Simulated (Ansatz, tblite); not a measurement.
Cost and result up the ladder for the cluster Sn₂F₄ (the lowest singlet isomer of a short search) (6 atoms). Total charge 0; singlet. Geometry: PBE0-D4/def2-SVP.

```xyz
6

Sn   -0.7823   -0.4993    1.4469
Sn    0.7952    0.5083   -1.4530
F    -0.7529    1.0328   -0.0595
F     0.7471   -1.0381    0.0366
F    -2.0766   -1.4873    0.3672
F     2.0696    1.4836   -0.3381
```

Ansatz on 4 threads of AMD EPYC 9R45 on a shared host; xTB runs through tblite on one thread. Times are rough, summed over both states, and most runs start from the orbitals of an earlier one. ωB97M-V/def2-TZVP serves as the yardstick here, not as an exact answer. Differences are given only for rows in sets of like size (and for xTB, whose basis is part of the method), since another set adds its own error. The other state is a triplet at its own geometry, which has other bonds, so the gap mixes isomer and spin.

In the def2 sets Sn takes a core potential; there is no spin–orbit coupling. The xTB rows come from tblite. Correlated methods freeze 12 core orbitals; core or outer-core shells of Sn are correlated, in sets that lack core-valence functions. The rows differ in basis, and correlated rows in double-zeta sets carry the largest basis error. The structure comes from a short search, and lower isomers may exist.

Correlated methods converge slowly with the basis, most of all in double-zeta sets (MP2 moves by 0.42 eV from def2-SVP to def2-TZVP here).

xTB has no spin-polarisation term.

```json
{"level": "CCSD(T)/def2-SVP", "functions": "108", "triplet − singlet (eV)": "3.64", "difference from ωB97M-V/def2-TZVP (eV)": "–"}
{"level": "GFN1-xTB", "functions": "34", "triplet − singlet (eV)": "5.95", "difference from ωB97M-V/def2-TZVP (eV)": "2.09"}
{"level": "PBE-D4/def2-TZVP", "functions": "224", "triplet − singlet (eV)": "3.68", "difference from ωB97M-V/def2-TZVP (eV)": "-0.18"}
{"level": "PBE0-D4/def2-TZVP", "functions": "224", "triplet − singlet (eV)": "3.69", "difference from ωB97M-V/def2-TZVP (eV)": "-0.17"}
{"level": "MP2/def2-TZVP", "functions": "224", "triplet − singlet (eV)": "3.99", "difference from ωB97M-V/def2-TZVP (eV)": "0.13"}
{"level": "revPBE-D4/def2-TZVP", "functions": "224", "triplet − singlet (eV)": "3.63", "difference from ωB97M-V/def2-TZVP (eV)": "-0.23"}
{"level": "GFN2-xTB", "functions": "34", "triplet − singlet (eV)": "5.71", "difference from ωB97M-V/def2-TZVP (eV)": "1.85"}
{"level": "r2SCAN-D4/def2-TZVP (with forces)", "functions": "224", "triplet − singlet (eV)": "3.61", "difference from ωB97M-V/def2-TZVP (eV)": "-0.25"}
{"level": "ωB97M-V/def2-TZVP", "functions": "224", "triplet − singlet (eV)": "3.86", "difference from ωB97M-V/def2-TZVP (eV)": "0.00"}
```

(1) Estimate how long each takes.

Results:

(1) GFN1-xTB 0.006 s; GFN2-xTB 0.013 s; PBE-D4/def2-TZVP 1.9 s; revPBE-D4/def2-TZVP 1.9 s; r2SCAN-D4/def2-TZVP (with forces) 4 s; PBE0-D4/def2-TZVP 4 s; MP2/def2-TZVP 4 s; ωB97M-V/def2-TZVP 7.9 s; CCSD(T)/def2-SVP 24 s. On shared hardware such times vary by a factor of up to 3.
